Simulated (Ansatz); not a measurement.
Species: sum formula H$_{5}$SiO$_{2}$, charge 1, multiplicity 1. It need not be the lowest isomer of its formula. SMILES: O[SiH2][OH2+]
Geometry from a B3LYP-D3(BJ)/def2-TZVP (Ansatz, an electronic-structure program) optimisation:
```xyz
8

Si    -0.2232    -0.5119     0.1012
O     -0.8099     1.2247    -0.1437
O      1.3603    -0.4893    -0.1040
H     -0.8945    -1.1197    -1.0409
H     -0.7360    -0.7009     1.4592
H     -0.7781     1.6723    -1.0069
H      2.0384    -0.4386     0.5776
H     -0.9085     1.8698     0.5767
```
Charge +1, spin multiplicity 1.

Parts of the frozen-core correlation energy in cc-pwCVTZ (Ansatz, hartree). Frozen orbitals: 7; correlated occupied orbitals by spin: 10 and 10; virtual: 198 and 198. No spin-orbit coupling. Non-relativistic.

```
term                            value
-------------------------  ----------
reference (HF)             -441.47515
MP2 opposite-spin            -0.47344
MP2 same-spin                -0.14392
CCSD correlation             -0.63818
(T)                          -0.02050
T1 diagnostic                   0.010
largest doubles amplitude       0.019
```
